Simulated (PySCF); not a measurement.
## Nd⁵¹⁺: ionisation energy

Nd⁵¹⁺ [He] 2s2 2p5 [2p1/2^2 2p3/2^3, M_J = 3/2] → Nd⁵²⁺ [He] 2s2 2p4 [2p1/2^2 2p3/2^2, M_J = 2], as a difference of total energies. All numbers are calculated (PySCF 2.14, the two-component X2C-1e Hamiltonian, in an even-tempered Gaussian basis (17 s from 31 bohr⁻², ratio 2.4; 13 p from 40 bohr⁻², ratio 2.4; 5 d from 140 bohr⁻², ratio 2.6; 4 f from 210 bohr⁻², ratio 2.6)). Correlated levels: nothing frozen; the 32 highest virtual spinors dropped. "Screened" scales the spin-orbit matrix elements by Boettger's factors to mimic the two-electron term; Breit and QED terms are absent.

```csv
method,ionisation energy (eV)
GHF (spin-free),10169.8
GMP2 (spin-free),10171.5
GHF (screened spin-orbit),10010.9
GMP2 (screened spin-orbit),10012.5
```

For this ion Breit and QED terms and the two-electron picture change, all absent here, outweigh the correlation shift from GHF to GMP2.

The spin-free rows relax to the high-spin LS determinant and lack the spin-orbit shift.

The labels give the starting determinants; with spin-orbit coupling the two ends relaxed to ⟨J²⟩ = 3.75, ⟨L²⟩ = 2.01, ⟨S²⟩ = 0.76 and ⟨J²⟩ = 6.00, ⟨L²⟩ = 3.24, ⟨S²⟩ = 1.39.

For comparison: 10002 ± 4 eV (theoretical estimate listed by NIST; NIST Atomic Spectra Database, ionization energies).
